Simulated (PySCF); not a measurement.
Geometry (Å), atoms numbered from 1 in this order:
```xyz
19

C     3.2357    0.3381   -0.1650
C     1.8779    0.8901    0.1918
O     1.7442    2.0261    0.5880
C     0.7005   -0.0167    0.0382
C     0.8441   -1.3520   -0.3114
P    -0.4538   -2.4800   -0.5100
C    -1.8101   -1.4579   -0.1617
C    -1.7547   -0.1168    0.1757
C    -3.0233    0.6266    0.4740
C    -0.5466    0.5607    0.2695
H     3.2369   -0.0459   -1.1825
H     3.9736    1.1313   -0.0749
H     3.4982   -0.4699    0.5151
H     1.8352   -1.7518   -0.4748
H    -2.7851   -1.9290   -0.2156
H    -2.9428    1.6651    0.1617
H    -3.8749    0.1694   -0.0242
H    -3.2114    0.6137    1.5479
H    -0.5535    1.6080    0.5391
```

Method: shielding tensors at PBE0/pcSseg-1 (GIAO), geometry: GFN2-xTB, in PySCF (one averaged value for each set of equivalent atoms, non-relativistic Hamiltonian, one conformer, in vacuum).

δ = σ(ref) − σ, references computed at the same level: 13C vs TMS.

Do the 13C shifts follow the atomic charges (in e)? Tabulate both.

## Answers


```json
{"atoms": "C2", "hybridisation": "sp2", "δ (ppm)": "201.8", "σ para (ppm)": "-260", "Hirshfeld": "+0.17", "IAO": "+0.38", "Mulliken": "+0.26", "ESP-fitted": "+0.77"}
{"atoms": "C7", "hybridisation": "sp2", "δ (ppm)": "169.4", "σ para (ppm)": "-245", "Hirshfeld": "-0.10", "IAO": "-0.37", "Mulliken": "-0.35", "ESP-fitted": "+0.00"}
{"atoms": "C5", "hybridisation": "sp2", "δ (ppm)": "161.4", "σ para (ppm)": "-236", "Hirshfeld": "-0.11", "IAO": "-0.38", "Mulliken": "-0.36", "ESP-fitted": "+0.10"}
{"atoms": "C8", "hybridisation": "sp2", "δ (ppm)": "149.9", "σ para (ppm)": "-224", "Hirshfeld": "+0.02", "IAO": "+0.04", "Mulliken": "-0.25", "ESP-fitted": "+0.05"}
{"atoms": "C4", "hybridisation": "sp2", "δ (ppm)": "142.9", "σ para (ppm)": "-220", "Hirshfeld": "-0.02", "IAO": "-0.05", "Mulliken": "-0.27", "ESP-fitted": "-0.46"}
{"atoms": "C10", "hybridisation": "sp2", "δ (ppm)": "137.2", "σ para (ppm)": "-206", "Hirshfeld": "-0.04", "IAO": "-0.13", "Mulliken": "+0.05", "ESP-fitted": "+0.08"}
{"atoms": "C1", "hybridisation": "sp3", "δ (ppm)": "28.8", "σ para (ppm)": "-96", "Hirshfeld": "-0.12", "IAO": "-0.48", "Mulliken": "-0.25", "ESP-fitted": "-0.54"}
{"atoms": "C9", "hybridisation": "sp3", "δ (ppm)": "28.0", "σ para (ppm)": "-86", "Hirshfeld": "-0.11", "IAO": "-0.43", "Mulliken": "-0.13", "ESP-fitted": "-0.57"}
```

Correlation coefficients of δ with charge over these carbons: Hirshfeld +0.63, IAO +0.66, Mulliken +0.21, ESP-fitted +0.82; with the paramagnetic shielding -0.99. Among the 6 sp2 carbons alone: Hirshfeld +0.57, IAO +0.46, Mulliken +0.46, ESP-fitted +0.82. With so few points, grouped by hybridisation, these coefficients are fragile. Charge is one influence among several: hybridisation and low-lying excitations act through the paramagnetic term.

Shifts are as computed. Against solution values, carbons near 30 ppm lie about +3 ppm off and those near 130 ppm about +5 ppm. Of 1211 compounds with measured shifts, 218 miss one by over three times the rms of a fit or turn the order of signals round; such compounds aren't used in these exercises.
